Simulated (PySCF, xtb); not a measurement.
AlCl₂Br, SMILES [Cl][Al]([Cl])[Br].

GFN2-xTB run with xtb at its own geometry gives an orbital gap of 4.32 eV and a dipole moment of 4.00 D.

Geometry optimised at PBE0-D3(BJ)/def2-SVP.

### Question
What does CAM-B3LYP/def2-TZVPD (PySCF) give? (The exact figures need the calculation; the answer reports its results.)

### Answer
gap 9.55 eV (levels -10.32 and -0.78 eV), dipole 0.24 D.
